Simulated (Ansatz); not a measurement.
# Cost against result

Saddle point of ZnH3OF, closed shell (ZnH₂O ([OH][ZnH]) + HF → ZnHOF ([OH][Zn][F]) + H₂; bonds formed: Zn1–F5, H2–H4; bonds broken: Zn1–H2, H4–F5), PBE0-D4/def2-TZVP structure:

Zn1  (0.026, -0.130, -0.083)
H2  (-0.313, 1.186, 1.044)
O3  (0.201, -1.860, -0.443)
H4  (-0.131, 1.634, 0.193)
F5  (0.161, 1.615, -1.014)
H6  (0.056, -2.445, 0.302)
(Å)

Barriers are electronic and count from the start structure reached by relaxing down the imaginary mode.

Ansatz 0.2.0; basis: as named in each row; cores frozen in the correlated methods. The 3s and 3p shells of Cu and Zn are frozen; filled d shells are correlated. B3LYP uses VWN-RPA correlation. Extrapolation: Hartree–Fock as exp(−7.88 √X), correlation as X^−2.97.

Times are rough, for one single point on 4 threads of a shared host (Arm Neoverse V1).

The estimate by CCSD(T) at an estimated basis limit (MP2 extrapolated from triple and quadruple zeta, plus CCSD(T) − MP2 in triple zeta) is 0.727 eV.

```csv
method,basis,time (s),barrier (eV),method less estimate
HF,STO-3G,under 1,1.425,0.697
SPW92,def2-SVP,under 1,0.215,-0.512
PBE-D4,def2-SVP,under 1,0.379,-0.348
B3LYP-D4,6-31G,under 1,0.335,-0.392
PBE0-D4,def2-SVP,under 1,0.531,-0.196
SPW92,def2-TZVPP,under 1,0.440,-0.287
PBE-D4,def2-TZVPP,1,0.601,-0.126
BLYP-D4,def2-TZVPP,1,0.678,-0.049
CCSD(T),def2-SVP,1,0.675,-0.052
PBE0-D4,def2-TZVPP,1,0.697,-0.030
BHLYP-D4,def2-TZVPP,1,0.830,0.103
B3LYP-D4,def2-TZVPP,2,0.743,0.016
CAM-B3LYP-D4,def2-TZVPP,2,0.736,0.009
r2SCAN-D4,def2-TZVPP,2,0.627,-0.100
B2PLYP,def2-TZVPP,2,0.747,0.020
RPA on PBE,def2-TZVPP,2,0.773,0.046
PBE-QIDH,def2-TZVPP,3,0.737,0.010
r2SCAN0-D4,def2-TZVPP,3,0.707,-0.020
wB97M-V,def2-SVP,3,0.602,-0.125
wB97X-V,def2-TZVPP,4,0.739,0.012
wB97M-V,def2-TZVPP,4,0.779,0.052
B97M-V,def2-TZVPP,6,0.776,0.049
MP2,def2-QZVPP,7,0.722,-0.006
PBE-D4,STO-3G,8,0.336,-0.391
CCSD(T),def2-TZVPP,30,0.776,0.049
```

All methods are single points on the PBE0-D4 structures.

No T1 diagnostic of these runs exceeds 0.018.

Labels in which every atom is bracketed show which atoms are joined, not bond orders.
